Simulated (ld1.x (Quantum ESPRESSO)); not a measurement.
## Varying the ultrasoft potential for fluorine

Base potential:

- Element: fluorine
- Generator: ld1.x (Quantum ESPRESSO) 7.5
- Type: ultrasoft
- Functional: LDA (PZ)
- Relativity: scalar-relativistic
- Frozen core: [He]
- Valence charge: 7
- Reference configuration: 2s2 2p4 (charge +1)
- Partial waves: 2s (bound): rcut 0.65, rcutus 0.85 bohr; 2s channel at 1.1 Ry: rcut 0.65, rcutus 0.85 bohr; 2p (bound): rcut 0.75, rcutus 1.00 bohr; 2p channel at -1.55 Ry: rcut 0.75, rcutus 1.00 bohr
- Local potential: all-electron potential smoothed inside 0.75 bohr (lloc = -1)
- Core correction: a·sin(br)/r model core inside 0.75 bohr
- Augmentation charge: built from norm-conserving waves at rcut, not smoothed further

All-electron outer shells of the reference configuration (LDA (PZ), scalar-relativistic, ld1.x):

| shell | level (eV) | outermost node (bohr) | outermost maximum (bohr) |
| --- | --- | --- | --- |
| 2s | -47.07 | 0.24 | 0.75 |
| 2p | -28.45 | – | 0.68 |

Cutoffs, loose and tight: the cutoffs (Ry, on a coarse ladder) from which the occupation-weighted sum of valence levels, in a spherical-Bessel basis at the reference potential, stays within 10 and 1 mRy of its value at 400 Ry. They do not see the model core or the augmentation charge, which bear on the density cutoff. Test errors are all-electron minus pseudo excitation energies from the reference, over the configurations 2s2 2p5; 2s2 2p3; 2s2 2p2; 2s1 2p5; 2s2 2p4.5; 2s1 2p6; 2s2 2p1 (two spin-polarised tests are not counted in the largest error). A dash means not determined; rows that change the core or the reference have their own tests.

| change | outcome | cutoff, loose | cutoff, tight | bound ghosts | largest test error (meV) |
| --- | --- | --- | --- | --- | --- |
| base | generated | 70 Ry | 120 Ry | none | +234 |
| local potential all-electron potential smoothed inside 0.80 bohr (lloc = -1) | generated | 70 Ry | 120 Ry | none | +236 |
| type RRKJ; waves now 2s (bound): rc 0.85 bohr; 2p (bound): rc 1.00 bohr; local potential all-electron potential smoothed inside 0.90 bohr (lloc = -2); rho0 0.001 | generated | 160 Ry | 200 Ry | none | +580 |
| core correction none | generated | 70 Ry | 120 Ry | none | +242 |
| waves 2s (bound): rcut 0.65, rcutus 1.32 bohr; 2s channel at 1.1 Ry: rcut 0.65, rcutus 1.32 bohr | generated | 70 Ry | 120 Ry | none | +258 |
| wave 2p channel at -1.55 Ry: rcut 0.75, rcutus 1.00 bohr becomes 2p channel at -1.2 Ry: rcut 0.75, rcutus 1.00 bohr | generated | 80 Ry | 120 Ry | none | +237 |
| local potential all-electron potential smoothed inside 0.70 bohr (lloc = -1) | generated | 80 Ry | 120 Ry | none | +243 |

What comes out with this change to the base: augmentation PSQ, radius 0.65 bohr?

outcome: generated; cutoff, loose: 70 Ry; cutoff, tight: 120 Ry; bound ghosts: none; largest test error (meV): +177.

What comes out with this change to the base: reference 2s1.5 2p5.5?

outcome: generated; cutoff, loose: 80 Ry; cutoff, tight: 140 Ry; bound ghosts: none; largest test error (meV): +266.
